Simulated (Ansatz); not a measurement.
**One elementary step**

Start structure (Si2H4Cl2, closed shell), relaxed at PBE0-D4/def2-TZVP:

```xyz
8
angstrom
Si -0.2059 -0.1660 1.2065
Si 0.2754 0.0317 -1.0703
H 1.2286 -0.9704 -1.5990
Cl -1.4633 -0.1631 -2.1439
Cl 1.0858 1.8836 -1.4274
H -1.1680 0.9016 1.5788
H -0.8018 -1.5020 1.4676
H 1.0491 -0.0156 1.9879
```

The step: Si₂H₄Cl₂ ([SiH3][SiH]([Cl])[Cl]) → SiCl₂ + SiH₄; bonds formed: Si1–H3; bonds broken: Si1–Si2, Si2–H3. Program: Ansatz 0.2.0. Basis: def2-TZVPP and def2-QZVPP. Cores are frozen in the correlated methods. Extrapolation: Hartree–Fock as exp(−7.88 √X), correlation as X^−2.97. Energies below are by CCSD(T) at an estimated basis limit (MP2 extrapolated from triple and quadruple zeta, plus CCSD(T) − MP2 in triple zeta).

(1) What are the electronic barrier and the energy of the step, from the start structure to the end structure? (To be estimated.)

T1 diagnostic: at most 0.013.

## Answers

(1) The calculation gives: Barrier 218.6 kJ/mol; step energy 141.5 kJ/mol (uphill); reverse barrier, their difference, 77.1 kJ/mol. Barrier and step energy count from the start structure, the reverse barrier from the end structure.

The saddle point: One imaginary mode of 432i cm⁻¹.
```json
{"pair": "Si1–H3", "start (Å)": "3.25", "saddle (Å)": "1.74", "end (Å)": "1.50"}
{"pair": "Si1–Si2", "start (Å)": "2.34", "saddle (Å)": "2.36", "end (Å)": "3.31"}
{"pair": "Si2–H3", "start (Å)": "1.48", "saddle (Å)": "1.70", "end (Å)": "2.46"}
```

Zero-point energy (harmonic, PBE0-D4): ZPE is 97.5 kJ/mol at the start and 93.3 kJ/mol at the saddle, so the barrier goes from 218.6 to 214.4 kJ/mol.

First-order rate constant out of the start structure at 298 K by transition-state theory, with harmonic vibrational free energies alone and no tunnelling: ΔA‡ = 216.3 kJ/mol, so k = (kB T/h) exp(−ΔA‡/kB T) ≈ 10^-25 s⁻¹ (an order of magnitude at best: rotation, the number of equivalent paths and anharmonicity are left out).

Losses and insertions of silylenes and their heavier kin drive the gas-phase chemistry of silicon and germanium vapour deposition.

Labels in which every atom is bracketed show which atoms are joined, not bond orders.

For scale, one of the runs: CCSD(T)/def2-TZVPP, 224 basis functions, launched by `ansatz run in.yaml --threads 4 --pin off --events-out ev --progress --plain --max-ram 9574MiB`. Time: 45 s of wall clock on 4 CPU threads of an Arm Neoverse V2; the host was shared. Peak host memory: 3.1 GiB.
